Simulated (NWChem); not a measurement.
# Converging the integration grid for SiHOF2 (SMILES O[Si](F)F)

SiHOF2 has 5 atoms, charge 0, and is taken as a doublet. As SMILES, `O[Si](F)F`. The shape is that of a PBE0-D4/def2-TZVP optimisation. This is one conformer, not always the lowest.

```xyz
5

O     0.1448    1.0879   -0.2141
Si   -0.0869   -0.3658    0.4786
F     1.3621   -0.9340    0.7725
F    -0.7970   -1.3713   -0.5310
H    -0.6231    1.5832   -0.5060
```

Program: NWChem 7.3.0. Method: UB3LYP/def2-SVP. Swept: integration grid. Watched: the total energy. Each run: polarisability. Hardware: 1 thread of AMD EPYC 9R14 (Zen 4), shared host.

Deviations are taken from the sweep's last point, which isn't the limit.

Problem. The candidates, from coarse to fine: xcoarse; coarse; medium; fine; xfine; huge. Estimate which is the coarsest that holds the total energy within 0.1 mEh of the last.

Solution. coarse: it is 0.006 mEh off and takes 15 s, against 2.1 min for huge.

| integration grid | energy (Eh) | from the best (mEh) | wall time |
| --- | --- | --- | --- |
| xcoarse | -564.814379 | +1.314 | 12 s |
| coarse | -564.815699 | -0.006 | 15 s |
| medium | -564.815694 | -0.001 | 20 s |
| fine | -564.815693 | 0.000 | 27 s |
| xfine | -564.815693 | 0.000 | 56 s |
| huge | -564.815693 | 0.000 | 2.1 min |
